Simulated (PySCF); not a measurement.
Electron correlation in Ge⁺ (germanium, charge +1)

[Ar] 3d10 4s1 4p1 5s1, high-spin 4P determinant (an excited configuration). Calculation: PySCF 2.14, in aug-cc-pVDZ-PP with ECP10MDF; a scalar-relativistic core potential. Frozen: 3s2 3p6 3d10; 3 electrons correlated.

```tsv
level	correlation energy (mhartree)
CCSD	-10.71
(T)	-0.05
CCSD(T)	-10.76
CCSDT	-10.80
FCI	-10.80
```

Diagnostics: T1 = 0.013, D1 = 0.0306, largest double amplitude 0.041, weight of the Hartree-Fock determinant in FCI 0.9800 (1771 determinants).

Task: Is a single reference adequate?

Result: Yes, within this model without spin-orbit coupling: T1 lies below 0.03 and no double amplitude reaches 0.07.
